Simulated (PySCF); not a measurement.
Core binding energy against partial charge

Species: Si(vinyl)3(NHiPr), C9H17NSi.
Bonds: Si1–C2, Si1–C7, Si1–C12, Si1–N17, C2–C3, C7–C8, C12–C13, N17–C18, C18–C19, C18–C20. Hydrogens: H4 on C2; H5, H6 on C3; H9 on C7; H10, H11 on C8; H14 on C12; H15, H16 on C13; H21 on N17; H22 on C18; H23, H24, H25 on C19; H26, H27, H28 on C20.

Binding energies: PySCF 2.14.0, delta-SCF UKS SCAN, pcX-2 on the ionised atom, pcseg-1 elsewhere, spin-free X2C. Charges: PBE0/pcSseg-1 ground-state density, for the ionised atom.

```
atom                    environment  C 1s (eV)  Mulliken (e)  IAO (e)  Hirshfeld (e)  ESP (e)
  C2   carbon bonded to C, Si and H     289.46        -0.513   -0.446         -0.149   -0.390
  C3     carbon bonded to C and 2 H     289.79        -0.179   -0.277         -0.092   -0.296
 C19     carbon bonded to C and 3 H     290.23        -0.263   -0.417         -0.123   -0.644
 C18  carbon bonded to 2 C, N and H     291.22        -0.121   +0.019         +0.028   +0.704
```

Problem. How well does each charge scheme correlate with the binding energies over these sites?

Solution. Hirshfeld: r = 0.92, slope 8.9 eV per e; IAO: r = 0.87, slope 3.1 eV per e; ESP: r = 0.80, slope 1.0 eV per e; Mulliken: r = 0.74, slope 3.3 eV per e. Hirshfeld charges have the highest r, on only 4 points.

Problem. The point-charge model writes a binding energy as kq + V + constant, with V the potential of the other atoms' charges at the site. What does it give with the Hirshfeld charges?

Solution. V = Σ 14.40 eV Å × q/r over all other atoms: +1.53 eV at C2, +0.50 eV at C3, +1.46 eV at C19, -1.27 eV at C18. Fitting binding energy − V to q gives k = 25.4 eV per e and leaves an rms residual of 0.10 eV, against 0.26 eV for the fit on q alone. The model has no term for differences in relaxation between sites.

Isolated species at its PBE0-D3(BJ)/def2-SVP geometry (one conformer only).
